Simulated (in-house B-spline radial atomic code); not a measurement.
# Solving the quasi-particle equation for 3d of As VI (As5+)

Configuration [Ar] 3d10, start PBE0; correlation leaves out the 2 deepest shells, empty levels kept to 216 hartree. Computed with an all-electron radial atomic-structure program (B-spline basis): all electrons, scalar-relativistic (spin-free one-electron X2C), finite nucleus, each spin shell either full or empty, empty states to l = 9 with an (l + 1/2)⁻⁴ tail; G0W0 by contour deformation at full frequency.

At the mean-field level ε = -111.554 eV the matrix elements are Σx = -68.729 eV, v_xc = -56.402 eV and Σc(ε) = 1.863 eV, and the slope of the correlation self-energy is dΣc/dω = -0.0385. The quasi-particle energy solves E = ε + Σx − v_xc + Σc(E).

What does the linearised equation give?

Z = 1/(1 − dΣc/dω) = 1/1.0385 = 0.9629. The first-order shift is Σx − v_xc + Σc(ε) = -68.729 − (-56.402) + (1.863) = -10.464 eV, so E ≈ ε + Z × shift = -111.554 + 0.9629 × (-10.464) = -121.630 eV.

How does that compare with the full solution and with static screening?

Solving the equation at full frequency dependence gives E = -121.604 eV, where Σc = 2.277 eV and the weight is 0.958; the linearised value is off by 26 meV. Leaving Z out would give -122.018 eV. Static COHSEX puts -2.313 eV in place of Σc and gives -126.194 eV, 4.59 eV deeper. The tabulated removal energy is 121.19 ± 0.06 eV (NIST, measured); the run leaves out spin-orbit coupling, Breit and QED terms.
